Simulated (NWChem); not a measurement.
System: CH₃BeFO; SMILES [Be]([O]C)[F]

Parts of the log:

```
             Northwest Computational Chemistry Package (NWChem) 7.3.0
             --------------------------------------------------------

                             Geometry "geometry" -> ""
                             -------------------------

 Output coordinates in angstroms (scale by  1.889725989 to convert to a.u.)

  No.       Tag          Charge          X              Y              Z
 ---- ---------------- ---------- -------------- -------------- --------------
    1 Be                   4.0000    -0.00276500    -0.84143500     0.00131300
    2 F                    9.0000     0.00007000    -2.24140300     0.00061000
    3 O                    8.0000    -0.00695000     0.55137600     0.00067400
    4 C                    6.0000     0.00649900     1.93306200    -0.00153100
    5 H                    1.0000    -0.71394100     2.34644700     0.74060400
    6 H                    1.0000     1.01565000     2.32982700     0.25353700
    7 H                    1.0000    -0.27120000     2.33907600    -1.00085300

 Effective nuclear repulsion energy (a.u.)      89.7354839021

                                 NWChem DFT Module
                                 -----------------

 Summary of "ao basis" -> "ao basis" (spherical)
 ------------------------------------------------------------------------------
       Tag                 Description            Shells   Functions and Types
 ---------------- ------------------------------  ------  ---------------------
 Be                         6-31+g*                  8       18   4s3p1d
 F                          6-31+g*                  8       18   4s3p1d
 O                          6-31+g*                  8       18   4s3p1d
 C                          6-31+g*                  8       18   4s3p1d
 H                          6-31+g*                  2        2   2s

            General Information
            -------------------
          SCF calculation type: DFT
          Wavefunction type:  closed shell.
          No. of atoms     :     7
          No. of electrons :    30
           Alpha electrons :    15
            Beta electrons :    15
          Charge           :     0
          Spin multiplicity:     1
          Use of symmetry is: off; symmetry adaption is: off
          Maximum number of iterations: 150
          AO basis - number of functions:    78
                     number of shells:    38
          Convergence on energy requested:  1.00D-06
          Convergence on density requested:  1.00D-05
          Convergence on gradient requested:  5.00D-04

              XC Information
              --------------
                         B3LYP Method XC Potential
                     Hartree-Fock (Exact) Exchange  0.200
                        Slater Exchange Functional  0.800 local
                    Becke 1988 Exchange Functional  0.720 non-local
              Lee-Yang-Parr Correlation Functional  0.810
                  VWN I RPA Correlation Functional  0.190 local

             Grid Information
             ----------------
          Grid used for XC integration:  medium
          Radial quadrature: Mura-Knowles
          Angular quadrature: Lebedev.
          Tag              B.-S. Rad. Rad. Pts. Rad. Cut. Ang. Pts.
          ---              ---------- --------- --------- ---------
          Be                  1.05       49          13.0       434
          F                   0.50       49          13.0       434
          O                   0.60       49          10.0       434
          C                   0.70       49          14.0       434
          H                   0.35       45          12.0       434
          Grid pruning is: on
          Number of quadrature shells:   331
          Spatial weights used:  Erf1

      Superposition of Atomic Density Guess
      -------------------------------------

 Sum of atomic energies:        -227.86278298

      Non-variational initial energy
      ------------------------------

 Total energy =    -229.018045
 1-e energy   =    -490.250911
 2-e energy   =     171.497383
 HOMO         =      -0.396082
 LUMO         =      -0.063134

   convergence    iter        energy       DeltaE   RMS-Dens  Diis-err
 ---------------- ----- ----------------- --------- --------- ---------
 d= 0,ls=0.0,diis     1   -229.7734731195 -3.20D+02  2.75D-02  8.80D-01
 d= 0,ls=0.0,diis     2   -229.6818772776  9.16D-02  9.14D-03  2.24D+00
 d= 0,ls=0.0,diis     3   -229.8742112091 -1.92D-01  1.20D-03  1.14D-02
 d= 0,ls=0.0,diis     4   -229.8748510554 -6.40D-04  5.26D-04  4.20D-03
 d= 0,ls=0.0,diis     5   -229.8753682131 -5.17D-04  1.41D-04  1.54D-04
  Resetting Diis
 d= 0,ls=0.0,diis     6   -229.8753798865 -1.17D-05  7.73D-05  4.22D-05
 d= 0,ls=0.0,diis     7   -229.8753835386 -3.65D-06  3.10D-05  3.49D-07
 d= 0,ls=0.0,diis     8   -229.8753835330  5.66D-09  6.38D-06  4.97D-07

         Total DFT energy =     -229.875383532986
      One electron energy =     -494.134083707298
           Coulomb energy =      203.101773329001
    Exchange-Corr. energy =      -28.578557056763
 Nuclear repulsion energy =       89.735483902074

 Numeric. integr. density =       30.000003151630

                       DFT Final Molecular Orbital Analysis
                       ------------------------------------

 Vector   13  Occ=2.000000D+00  E=-4.069438D-01
              MO Center= -4.6D-04, -2.1D+00,  5.5D-03, r^2= 9.8D-01
   Bfn.  Coefficient  Atom+Function         Bfn.  Coefficient  Atom+Function
  ----- ------------  ---------------      ----- ------------  ---------------
    21      0.562438  2 F  px                25      0.355265  2 F  px
    23     -0.285317  2 F  pz                27     -0.180221  2 F  pz
     3      0.109272  1 Be px                29      0.087387  2 F  px
    57     -0.059548  4 C  px                 5     -0.055432  1 Be pz
    31     -0.044328  2 F  pz                73      0.038244  5 H  s

[...]

                                NWChem TDDFT Module
                                -------------------

            General Information
            -------------------
           No. of orbitals :     156
            Alpha orbitals :      78
             Beta orbitals :      78
        Alpha frozen cores :       0
         Beta frozen cores :       0
     Alpha frozen virtuals :       0
      Beta frozen virtuals :       0
         Spin multiplicity :       1
    Number of AO functions :      78
        Use of symmetry is : off
      Symmetry adaption is : off
         Schwarz screening :  0.10D-07

              XC Information
              --------------
                  B3LYP Method XC Potential
              Hartree-Fock (Exact) Exchange   0.20
                 Slater Exchange Functional   0.80 local
             Becke 1988 Exchange Functional   0.72 non-local
       Lee-Yang-Parr Correlation Functional   0.81
           VWN I RPA Correlation Functional   0.19 local

             TDDFT Information
             -----------------
          Calculation type : TDDFT
         Wavefunction type : Restricted singlets
          No. of electrons :      30
           Alpha electrons :      15
            Beta electrons :      15
              No. of roots :       8
          Max subspacesize :    5600
            Max iterations :     100
               Target root :       1
           Target symmetry : none
      Symmetry restriction : off
                 Algorithm : Optimal
        Davidson threshold :  0.10D-03

    8 smallest eigenvalue differences (eV)
--------------------------------------------------------
  No. Spin  Occ  Vir  Irrep   E(Occ)    E(Vir)   E(Diff)
--------------------------------------------------------
    1    1   15   16 a        -0.305    -0.024     7.638
    2    1   14   16 a        -0.305    -0.024     7.638
    3    1   15   17 a        -0.305     0.006     8.442
    4    1   14   17 a        -0.305     0.006     8.442
    5    1   15   18 a        -0.305     0.014     8.669
    6    1   15   19 a        -0.305     0.014     8.670
    7    1   14   18 a        -0.305     0.014     8.670
    8    1   14   19 a        -0.305     0.014     8.670
--------------------------------------------------------

  Entering Davidson iterations
  Restricted singlet excited states

  Iter   NTrls   NConv    DeltaV     DeltaE      Time
  ----  ------  ------  ---------  ---------  ---------
    1      8       0     0.25E+00   0.10+100        8.9
    2     24       0     0.47E-01   0.12E-01       12.1
    3     40       0     0.13E-01   0.90E-03       12.1
    4     56       0     0.30E-02   0.80E-04       12.2
    5     72       1     0.98E-03   0.45E-05       12.1
    6     86       3     0.39E-03   0.34E-06       11.3
    7     96       7     0.14E-03   0.56E-07        9.6
    8     98       8     0.84E-04   0.72E-08        6.3
  ----  ------  ------  ---------  ---------  ---------
  Convergence criterion met

  Ground state a        -229.875383532986 a.u.

  ----------------------------------------------------------------------------
  Root   1 singlet a              0.242917922 a.u.                6.6101 eV
  ----------------------------------------------------------------------------
     Transition Moments    X -0.03317   Y -0.00028   Z  0.20011
     Dipole Oscillator Strength                    0.0066628641
     Electric Quadrupole                           0.0000000527
     Magnetic Dipole                               0.0000001903
     Total Oscillator Strength                     0.0066631071

     Occ.   14  a   ---  Virt.   16  a   -0.10876 X
     Occ.   15  a   ---  Virt.   16  a   -0.98709 X
     Occ.   15  a   ---  Virt.   20  a    0.08495 X
     Occ.   15  a   ---  Virt.   23  a   -0.06383 X
  ----------------------------------------------------------------------------
  Root   2 singlet a              0.242933258 a.u.                6.6106 eV
  ----------------------------------------------------------------------------
     Transition Moments    X  0.19926   Y -0.00207   Z  0.03276
     Dipole Oscillator Strength                    0.0066048919
     Electric Quadrupole                           0.0000000534
     Magnetic Dipole                               0.0000001917
     Total Oscillator Strength                     0.0066051370

     Occ.   14  a   ---  Virt.   16  a   -0.98708 X
     Occ.   14  a   ---  Virt.   20  a    0.08499 X
     Occ.   14  a   ---  Virt.   23  a   -0.06387 X
     Occ.   15  a   ---  Virt.   16  a    0.10876 X
  ----------------------------------------------------------------------------
  Root   3 singlet a              0.277809419 a.u.                7.5596 eV
  ----------------------------------------------------------------------------
     Transition Moments    X -0.09277   Y -0.00124   Z  0.38958
     Dipole Oscillator Strength                    0.0297035523
     Electric Quadrupole                           0.0000005058
     Magnetic Dipole                               0.0000006518
     Total Oscillator Strength                     0.0297047099

     Occ.   15  a   ---  Virt.   17  a   -0.99083 X
     Occ.   15  a   ---  Virt.   20  a    0.09879 X
     Occ.   15  a   ---  Virt.   24  a   -0.05659 X
  ----------------------------------------------------------------------------
  Root   4 singlet a              0.277834057 a.u.                7.5603 eV
  ----------------------------------------------------------------------------
     Transition Moments    X  0.39259   Y  0.00294   Z  0.09527
     Dipole Oscillator Strength                    0.0302303890
     Electric Quadrupole                           0.0000005118
     Magnetic Dipole                               0.0000006642
     Total Oscillator Strength                     0.0302315650

     Occ.   14  a   ---  Virt.   17  a   -0.99057 X
     Occ.   14  a   ---  Virt.   20  a    0.09865 X
     Occ.   14  a   ---  Virt.   24  a   -0.05456 X
  ----------------------------------------------------------------------------
  Root   5 singlet a              0.283381259 a.u.                7.7112 eV
  ----------------------------------------------------------------------------
     Transition Moments    X  0.03985   Y  0.00018   Z -0.11065
     Dipole Oscillator Strength                    0.0026131842
     Electric Quadrupole                           0.0000000405
     Magnetic Dipole                               0.0000000566
     Total Oscillator Strength                     0.0026132813

     Occ.   14  a   ---  Virt.   18  a    0.20899 X
     Occ.   14  a   ---  Virt.   19  a    0.61909 X
     Occ.   14  a   ---  Virt.   21  a    0.06568 X
     Occ.   14  a   ---  Virt.   26  a   -0.07014 X
     Occ.   15  a   ---  Virt.   18  a    0.70166 X
     Occ.   15  a   ---  Virt.   19  a   -0.22369 X
     Occ.   15  a   ---  Virt.   22  a    0.07370 X
     Occ.   15  a   ---  Virt.   25  a    0.08109 X
     Occ.   15  a   ---  Virt.   26  a    0.05050 X
  ----------------------------------------------------------------------------
  Root   6 singlet a              0.283394225 a.u.                7.7116 eV
  ----------------------------------------------------------------------------
     Transition Moments    X -0.09959   Y  0.00032   Z -0.03180
     Dipole Oscillator Strength                    0.0020649032
     Electric Quadrupole                           0.0000000315
     Magnetic Dipole                               0.0000000430
     Total Oscillator Strength                     0.0020649777

     Occ.   14  a   ---  Virt.   18  a   -0.66451 X
     Occ.   14  a   ---  Virt.   19  a    0.20172 X
     Occ.   14  a   ---  Virt.   22  a   -0.06983 X
     Occ.   14  a   ---  Virt.   25  a   -0.07718 X
     Occ.   15  a   ---  Virt.   18  a    0.22974 X
     Occ.   15  a   ---  Virt.   19  a    0.65853 X
     Occ.   15  a   ---  Virt.   21  a    0.06938 X
     Occ.   15  a   ---  Virt.   25  a    0.05469 X
     Occ.   15  a   ---  Virt.   26  a   -0.07505 X
  ----------------------------------------------------------------------------
  Root   7 singlet a              0.283851200 a.u.                7.7240 eV
  ----------------------------------------------------------------------------
     Transition Moments    X  0.00208   Y  0.00002   Z -0.00203
     Dipole Oscillator Strength                    0.0000016051
     Electric Quadrupole                           0.0000000001
     Magnetic Dipole                               0.0000000044
     Total Oscillator Strength                     0.0000016096

     Occ.   14  a   ---  Virt.   18  a    0.12872 X
     Occ.   14  a   ---  Virt.   19  a    0.72580 X
     Occ.   14  a   ---  Virt.   21  a    0.07095 X
     Occ.   14  a   ---  Virt.   26  a   -0.09724 X
     Occ.   15  a   ---  Virt.   18  a   -0.63720 X
     Occ.   15  a   ---  Virt.   19  a    0.12974 X
     Occ.   15  a   ---  Virt.   22  a   -0.06175 X
     Occ.   15  a   ---  Virt.   25  a   -0.08646 X
  ----------------------------------------------------------------------------
  Root   8 singlet a              0.293565185 a.u.                7.9883 eV
  ----------------------------------------------------------------------------
     Transition Moments    X  0.00356   Y  0.75186   Z -0.00071
     Dipole Oscillator Strength                    0.1106370855
     Electric Quadrupole                           0.0000002455
     Magnetic Dipole                               0.0000000000
     Total Oscillator Strength                     0.1106373310

[...]
```

Level: B3LYP/6-31+G* (spherical d), full TDDFT. The geometry was optimised at PBE-D3(BJ)/def2-SVP. B3LYP is NWChem's, with the RPA form of VWN correlation.

Problem. Write an input that gives this output.

Solution. Several could match; the one computed here: the input that was run:
```
start job
memory heap 200 mb stack 900 mb global 1100 mb
geometry units angstroms noautosym nocenter noautoz
  Be    -0.002765    -0.841435     0.001313
  F      0.000070    -2.241403     0.000610
  O     -0.006950     0.551376     0.000674
  C      0.006499     1.933062    -0.001531
  H     -0.713941     2.346447     0.740604
  H      1.015650     2.329827     0.253537
  H     -0.271200     2.339076    -1.000853
end
basis spherical
  Be library 6-31+g*
  F library 6-31+g*
  O library 6-31+g*
  C library 6-31+g*
  H library 6-31+g*
end
dft
  xc b3lyp
  iterations 150
end
tddft
  nroots 8
  notriplet
end
task tddft energy
```
